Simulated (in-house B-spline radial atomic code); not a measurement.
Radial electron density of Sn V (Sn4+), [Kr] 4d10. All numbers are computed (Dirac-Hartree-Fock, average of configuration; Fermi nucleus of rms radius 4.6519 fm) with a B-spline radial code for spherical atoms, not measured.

Columns: r (bohr), 4πr²n(r) (electrons per bohr), bar.

```
 0.00106    1.745 #
 0.00129    2.459 #
 0.00156    3.411 ##
  0.0019     4.76 ###
  0.0023    6.527 ###
  0.0028    8.956 #####
  0.0034    12.11 ######
 0.00413    16.17 #########
 0.00502    21.28 ###########
  0.0061    27.47 ###############
 0.00741    34.64 ###################
   0.009    42.49 #######################
  0.0109    50.32 ###########################
  0.0133    57.64 ###############################
  0.0161    62.81 ##################################
  0.0196    65.23 ###################################
  0.0238    64.34 ##################################
  0.0289    60.97 #################################
  0.0351    57.31 ###############################
  0.0427    56.46 ##############################
  0.0518    60.81 #################################
   0.063    69.93 #####################################
  0.0765     79.2 ##########################################
  0.0929     82.3 ############################################
   0.113    75.83 #########################################
   0.137    64.27 ##################################
   0.167    57.02 ##############################
   0.202    60.02 ################################
   0.246     67.1 ####################################
   0.299    64.96 ###################################
   0.363    49.26 ##########################
   0.441    30.08 ################
   0.535    20.49 ###########
    0.65    21.43 ###########
    0.79    23.74 #############
    0.96    20.69 ###########
    1.17    13.56 #######
    1.42    6.939 ####
    1.72    2.808 ##
    2.09   0.8587 
    2.54   0.1896 
    3.08  0.02836 
    3.75 0.002397
```

On this grid the curve has 4 maxima, near 0.0196, 0.0929, 0.246, 0.79 bohr.

The 4d5/2 radial function P(r) = rR(r), positive near the nucleus, with its small component Q(r) (sign convention: Q ≈ (P' + κP/r)/2c):

| r (bohr) | P | Q |
| --- | --- | --- |
| 0.0109 | 0.001539 | -9.167e-05 |
| 0.0161 | 0.004521 | -0.0002665 |
| 0.0238 | 0.01281 | -0.0007445 |
| 0.0351 | 0.03413 | -0.001949 |
| 0.0518 | 0.08417 | -0.004704 |
| 0.0765 | 0.1855 | -0.01011 |
| 0.113 | 0.3474 | -0.01848 |
| 0.167 | 0.5105 | -0.02704 |
| 0.246 | 0.4967 | -0.02883 |
| 0.363 | 0.1122 | -0.01836 |
| 0.535 | -0.557 | -0.000351 |
| 0.79 | -1.026 | 0.01193 |
| 1.17 | -0.919 | 0.01141 |
| 1.72 | -0.4858 | 0.005529 |
| 2.54 | -0.1372 | 0.001427 |
| 3.75 | -0.01588 | 0.0001549 |
